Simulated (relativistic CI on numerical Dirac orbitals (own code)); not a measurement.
Sm LX: sensitivity of the levels to the model

Base calculation: Dirac-Coulomb-Breit CI, orbitals from a KLI potential per configuration, model QED (radiative potential, 1s self-energy scaled to tabulated hydrogen-like ionisation energies), unscaled Slater integrals.

CI space (outside the closed core 1s2): 2s, 2p, 3s, 3p, 3d, 4s, 4p, 4d, 4f, 5s, 5p, 5d, 5f, 5g. Levels of other configurations are missing.

Variants: (1) QED terms removed. Shifts of the energy above 2s ²S1/2, in eV, for the lowest level and the first level of each name with at least 55 % of one term (blank where a level changes its place among those of its configuration and J or its character, or is not in the variant):

| Level | Base | Δ(1) |
| --- | --- | --- |
| 2s ²S1/2 | 0.0 | 0.0 |
| 2p ²P°1/2 | 146.5 | +10.4 |
| 2p ²P°3/2 | 828.3 | +9.4 |
| 3s ²S1/2 | 7475.6 | +7.7 |
| 3p ²P°1/2 | 7515.7 | +10.8 |
| 3p ²P°3/2 | 7718.6 | +10.5 |
| 3d ²D3/2 | 7729.9 | +11.0 |
| 3d ²D5/2 | 7790.0 | +10.8 |
| 4s ²S1/2 | 10047.0 | +9.6 |
| 4p ²P°1/2 | 10063.4 | +10.9 |
| 4p ²P°3/2 | 10148.6 | +10.7 |
| 4d ²D3/2 | 10153.4 | +10.9 |
| 4d ²D5/2 | 10178.8 | +10.9 |
| 4f ²F°5/2 | 10179.0 | +10.9 |

At this charge energies of transitions that change n are usually good to better than 1 %, and those within a shell (Δn = 0) to a few per cent.

Ionisation energy from the two ground configurations alone: base 13261.9 eV; QED terms removed 13272.8 eV. The NIST ASD value (theoretical) is 13262.9 eV.
